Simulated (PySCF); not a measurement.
Give a PBE0-D3(BJ)/def2-SVP geometry of `C[P@](=O)(CO)CC(F)(F)F`.

```
atom  x, y, z in Å
C1     0.4680   -1.8773    0.2101
P2     0.5691   -0.2735   -0.6092
O3     1.1500   -0.2673   -1.9953
C4     1.5726    0.8606    0.4245
O5     1.8016    1.9899   -0.3635
C6    -1.1072    0.4771   -0.6370
C7    -2.0014    0.2859    0.5536
F8    -1.3701    0.5845    1.7022
F9    -3.0863    1.0555    0.4861
F10   -2.4185   -0.9825    0.6576
H11   -0.2106   -2.5344   -0.3511
H12    1.4747   -2.3199    0.2008
H13    0.1105   -1.7796    1.2450
H14    2.5031    0.3289    0.7142
H15    1.0468    1.1532    1.3458
H16    2.0078    1.6547   -1.2533
H17   -0.9259    1.5525   -0.7882
H18   -1.6120    0.0932   -1.5353
```

Any rigid rotation of these coordinates is as good. Atoms count from 1 in this order. Of the pairs four or more bonds apart, those above aside, F8···H15 is among the closest relative to their van der Waals radii: 2.51 Å, 94 % of the sum of Bondi's values. H16 on O5 lies 2.23 Å from O3, 4 bonds away (angle at H 121°; Bondi radii sum to 2.72 Å). The C–P distances run from 1.804 Å (C1–P2, drawn single) to 1.837 Å (P2–C6, drawn single), a spread of 0.033 Å. P2 (phosphoryl phosphorus) is distorted tetrahedral (angles from 104.8° to 116.4°).

Bonds between heavy atoms (Å): C1–P2 1.804, P2=O3 1.503, P2–C4 1.834, C4–O5 1.396, P2–C6 1.837, C6–C7 1.501, C7–F8 1.344, C7–F9 1.332, C7–F10 1.339.

Method used: PySCF 2.14.0, PBE0-D3(BJ)/def2-SVP geometry optimisation, gas phase.

Point group: C1 (no symmetry element, even within 0.4 Å). No frequency check. The numbers are those of one conformer (C1–P2–C4–O5 170°, P2–C4–O5–H -42°, C1–P2–C6–C7 37°).
